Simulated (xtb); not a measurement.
H₃O₃P, SMILES OP(O)O. All values are semi-empirical tight-binding results from xtb (GFN2-xTB unless named), good for trends rather than for accurate numbers. Coordinates come from a GFN2-xTB optimisation. Other conformers were not sampled.

Optimised geometry:

Bond lengths (Å): P1–O2 1.632, P1–O3 1.632, P1–O4 1.632, O2–H5 0.955, O3–H6 0.955, O4–H7 0.955. Angles (°): O2–P1–O3 97.8, O2–P1–O4 97.8, O3–P1–O4 97.8, P1–O2–H5 114.4, P1–O3–H6 114.4, P1–O4–H7 114.4.
Charge 0, spin multiplicity 1.

```yaml
point_group_as_xtb_finds_it: C3
orbital_gap: 7.15 eV
zero_point_energy: 25.7 kcal/mol
G − E(el) at 298.15 K (modified RRHO): 8.7 kcal/mol
static polarisability (D4 model): 44.9 bohr³
solvation energy, GFN2-xTB/ALPB(water): -14.8 kcal/mol
solvation energy, GFN2-xTB/ALPB(dmf): -15.6 kcal/mol
```

Computed atomic charges and the Wiberg bond orders between heavy atoms:
charges (e) P1 0.19, O2 -0.38, O3 -0.38, O4 -0.38, H5 0.31, H6 0.31, H7 0.31. Bond orders P1–O2 1.32, P1–O3 1.32, P1–O4 1.32.
